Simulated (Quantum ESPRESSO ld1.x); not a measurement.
Results of a calculation; reference values are marked as such.
The silver ion Ag6+, configuration [Kr] 4d5. Level of theory: scalar-relativistic Kohn-Sham, LDA (Slater exchange, Perdew-Zunger correlation), spin-unpolarised, spherical densities, point nucleus (ld1.x of Quantum ESPRESSO 7.5). Some entries of the table are withheld. Estimate them.

orbital,occ.,eigenvalue (hartree),<1/r> (bohr^-1),<r^2> (bohr^2)
1s,2,-933.411,49.38,0.001311
2s,2,-140.643,11.22,0.02150
2p,6,(1),10.84,0.01692
3s,2,-28.7487,3.941,0.1557
3p,6,-24.1420,3.758,0.1570
3d,10,-16.8623,3.534,0.1421
4s,2,-6.97147,1.559,(2)
4p,6,-5.58125,1.425,1.034
4d,5,-3.51657,1.176,1.450
5s,0,-2.52855,(3),4.234
5p,0,-2.11880,0.6175,5.174

Answer. 
(1) 2p eigenvalue (hartree): -126.616
(2) 4s <r^2> (bohr^2): 0.8887
(3) 5s <1/r> (bohr^-1): 0.6834
